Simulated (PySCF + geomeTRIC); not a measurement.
Species: [Zr(F)3(H)] (charge 0, multiplicity 1).

**Question.** Give a relaxed geometry from BP86-D3(BJ)/def2-SVP in PySCF + geomeTRIC.

**Answer.** the end point of this relaxation.
Z-matrix (Å, degrees):
```
Zr
F 1 1.9021
F 1 1.9022 2 111.96
F 1 1.9034 2 112.33 3 127.72
H 1 1.8604 2 106.48 3 -115.87
```
